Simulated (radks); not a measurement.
Task: Sm IV, configuration [Xe] 4f5. Method: Dirac Kohn-Sham, LB94 model potential, spin-unpolarised, spherical densities, finite nucleus; open shells fill j = l - 1/2 first; Fermi nuclear charge, rms radius 5.0819 fm; computed with a radial shooting solver on a logarithmic mesh with Libxc functionals. Some entries of the table are withheld. Estimate them.

| orbital | occ. | eigenvalue (hartree) | <1/r> (bohr^-1) |
|---|---|---|---|
| 1s1/2 | 2 | -1721.601 | 68.87 |
| 2s1/2 | 2 | -282.8984 | 16.37 |
| 2p1/2 | 2 | (1) | 16.38 |
| 2p3/2 | 4 | (2) | 14.59 |
| 3s1/2 | 2 | -63.36445 | 5.941 |
| 3p1/2 | 2 | -57.09534 | 5.866 |
| 3p3/2 | 4 | -52.58333 | 5.418 |
| 3d3/2 | 4 | -41.64114 | 5.299 |
| 3d5/2 | 6 | -40.65714 | 5.186 |
| 4s1/2 | 2 | (3) | 2.474 |
| 4p1/2 | 2 | -11.25484 | 2.373 |
| 4p3/2 | 4 | -10.26519 | 2.217 |
| 4d3/2 | 4 | -6.30860 | 2.008 |
| 4d5/2 | 6 | -6.12974 | 1.969 |
| 5s1/2 | 2 | -2.87801 | 0.9785 |
| 5p1/2 | 2 | -2.20285 | (4) |
| 5p3/2 | 4 | -2.05324 | (5) |
| 4f5/2 | 5 | -1.53044 | 1.473 |
| 4f7/2 | 0 | -1.50706 | 1.458 |

Result: 
(1) 2p1/2 eigenvalue (hartree): -268.5102
(2) 2p3/2 eigenvalue (hartree): -246.1512
(3) 4s1/2 eigenvalue (hartree): -13.64859
(4) 5p1/2 <1/r> (bohr^-1): 0.8689
(5) 5p3/2 <1/r> (bohr^-1): 0.8130
